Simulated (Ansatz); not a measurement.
C₂H₃BF₂, singlet, at a GFN2-xTB geometry; SC-NEVPT2/STO-3G, CASSCF(2,4) run with Ansatz (an electronic-structure program).

Here is a job for Ansatz.
Ansatz 0.2 input:
```yaml
crystal:
  periodic: [false, false, false]
  atoms:
    - {symbol: B, position_ang: [-0.07104735, -0.02090736, 0.50590205]}
    - {symbol: F, position_ang: [-0.43816895, -0.68747856, 1.58411979]}
    - {symbol: F, position_ang: [0.32660843, 1.21423790, 0.74907356]}
    - {symbol: C, position_ang: [-0.10442080, -0.63474382, -0.91743930]}
    - {symbol: C, position_ang: [0.26432949, 0.03134814, -2.00989018]}
    - {symbol: H, position_ang: [-0.44587511, -1.65696142, -1.02075087]}
    - {symbol: H, position_ang: [0.23543941, -0.40962205, -2.99341927]}
    - {symbol: H, position_ang: [0.61026495, 1.05066025, -1.95010327]}
basis:
  gaussian:
    orbitals: STO-3G
magnetization: {spin_polarized: false}
correlation: {method: sc_nevpt2, electrons: all, active_space: {window: {electrons: 2, orbitals: 4}}}
```

The log (banner, timings and long lists left out):

```
Functional definition: HF
389 factors; integrals over basis functions are off by at most 9.1e-5 eV
mean field evaluation 1: about -8081.4978 eV, gradient 2.6e1 eV
mean field evaluation 2: about -8081.6195 eV, gradient 2.6e1 eV
mean field evaluation 4: about -8084.1425 eV, gradient 1.6e0 eV
mean field evaluation 8: about -8084.1503 eV, gradient 3.8e-2 eV
mean field -8084.15028989 eV, -297.0870435197 hartree, gradient 1.8e-6 eV, S^2 0.000000; 0 other end points of the search recorded, 0 dependent functions left out; unrestricted orbitals would lower it
reference -8084.15028989 eV, -297.0870435197 hartree; 19, 19 occupied and 9, 9 virtual orbitals, 389 factors
state -8085.29496164 eV, -297.1291094306 hartree
state -8085.29496164 eV, -297.1291094306 hartree; corrected -8089.63197488 eV, -297.2884917274 hartree
Total energy: -8089.63197488 eV, -297.2884917274 hartree
```
